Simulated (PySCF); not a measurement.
C3H6BFO2, SMILES OB(C(=C)OC)F.

Geometry: ωB97X-D3(BJ)/def2-SVP. This is a generated structure with no PubChem entry under its InChIKey; it may be hypothetical. One conformer was computed; it need not be the lowest.

Two levels are set side by side: PBE/def2-TZVP (PySCF) and r2SCAN/def2-TZVP (PySCF). Same geometry, gas phase. Differences are taken from unrounded values.

```
quantity                     r2SCAN    PBE  PBE minus r2SCAN
---------------------------  ------  -----  ----------------
orbital gap (eV)               4.53   4.11             -0.42
highest occupied level (eV)   -5.87  -5.65              0.23
lowest empty level (eV)       -1.34  -1.54             -0.19
dipole moment (D)              0.67   0.61             -0.06
mean polarisability (bohr³)    58.7   60.4               1.7
```

Rough cost on one machine, each run with all the roots and properties that it gave: r2SCAN against PBE about 3 times.
